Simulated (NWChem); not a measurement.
**Correlation energy of HS2**

SMILES: [S]S
```xyz
3

S      0.4306     0.9351     0.0000
S     -0.4677    -0.8295     0.0000
H      0.5935    -1.6883     0.0000
```
Charge 0, spin multiplicity 2.

All runs are NWChem calculations. All single points use one geometry, from UPBE0/def2-SVP, a minimum by its harmonic frequencies.

Basis set: STO-3G. Each correlation energy counts from its own Hartree-Fock reference.

The correlated methods keep 10 core orbitals frozen. The structure started from a generated list of species. The unpaired electrons of the parent sit in orbitals of symmetry a" (Cs labels of the run); other states weren't searched. The stability of the SCF solutions was not checked. Open-shell Hartree-Fock references start from PBE0 orbitals. Coupled-cluster values serve here as a point of comparison, not as the truth.

Task: For the correlation energy, CCSD[T] on ROHF gives -55.4 mHa and CCSD(T) on UHF gives -54.5 mHa. What do CCSD on UHF, CCSD[T] on UHF, SCS-UMP2 give?

Result: CCSD on UHF: -53.8 mHa; CCSD[T] on UHF: -54.7 mHa; SCS-UMP2: -40.9 mHa.
